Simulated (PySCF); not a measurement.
Two species compared at the same levels of theory.

First species: 1,1-dichloroethane, C2H4Cl2.
SMILES: `CC(Cl)Cl`

Second species: C2H8N2OSi.
Z-matrix (Å and degrees, GFN2-xTB geometry), rows numbered from 1:
```
N 
Si  1  1.7347
C   2  1.9057  1  104.47
C   3  1.5033  2  111.40  1   -75.99
N   4  1.3602  3  113.97  2    69.96
O   4  1.2115  3  123.90  2  -111.19
H   1  1.0097  2  117.94  3   -58.81
H   1  1.0083  2  117.40  3   168.19
H   2  1.4709  1  115.54  3   118.73
H   2  1.4595  1  104.74  3  -118.98
H   3  1.0895  2  110.12  1    45.01
H   3  1.0876  2  110.07  1   164.08
H   5  1.0056  4  119.54  3   -17.79
H   5  1.0071  4  117.57  3  -172.49
```

Levels: PBE0/def2-SVPD for dipole moment, HOMO energy, LUMO energy, HOMO–LUMO gap, static isotropic polarisability and electronic spatial extent ⟨r²⟩ about the centre of nuclear charge; TDDFT PBE0/def2-SVPD for lowest singlet excitation; TDA PBE0/def2-SVPD for lowest triplet excitation (Tamm–Dancoff); GFN2-xTB for rotational constant A and rotational constant C. Geometries: GFN2-xTB. Each structure is a single optimised conformer of the isolated species, non-relativistic unless stated; the electronic structure was computed with PySCF and density fitting.

Dipoles, sizes and rotational constants follow the conformer. The torsions of the flexible species, by atom-mapped SMILES:
- `[NH2:1][SiH2:2][CH2:3][C:4]([NH2:5])=[O:6]`: N1–Si2–C3–C4 -76°, Si2–C3–C4–N5 70°, H–N1–Si2–C3 -59°, H–N1–Si2–C3 168°, H–N5–C4–C3 -18°, H–N5–C4–C3 -172°

```tsv
property	column X	column Y
dipole moment	5.04 D	2.16 D
HOMO energy	-7.17 eV	-8.70 eV
LUMO energy	0.01 eV	-0.15 eV
HOMO–LUMO gap	7.18 eV	8.55 eV
lowest singlet excitation	5.64 eV	7.00 eV
lowest triplet excitation (Tamm–Dancoff)	5.14 eV	6.26 eV
static isotropic polarisability	70.6 au	54.3 au
electronic spatial extent ⟨r²⟩ about the centre of nuclear charge	822 bohr²	518 bohr²
rotational constant A	5.157 GHz	6.411 GHz
rotational constant C	1.499 GHz	2.289 GHz
```

**Question.** Which column belongs to which species?

**Answer.** Column X is the second species and column Y the first. The first has 8 atoms and 50 electrons, the second 14 and 56.

**Question.** How does each property change from the first species to the second?

**Answer.** dipole moment +2.88 D; HOMO energy +1.53 eV; LUMO energy +0.16 eV; HOMO–LUMO gap -1.37 eV; lowest singlet excitation -1.36 eV; lowest triplet excitation (Tamm–Dancoff) -1.12 eV; static isotropic polarisability +16.3 au; electronic spatial extent ⟨r²⟩ about the centre of nuclear charge +304 bohr²; rotational constant A -1.254 GHz; rotational constant C -0.790 GHz.

On the first: The 8 singlets span 7.00 to 8.26 eV, and their oscillator strengths add up to 0.11. S1 lies 1.55 eV below the HOMO–LUMO gap; its leading configuration is HOMO−1→LUMO, weight 0.96.

On the second: In wavenumbers S1 is 45500 cm⁻¹ (1 eV = 8065.54 cm⁻¹). The principal polarisabilities are 59.3, 72.8 and 79.8 au; their mean is the isotropic value.
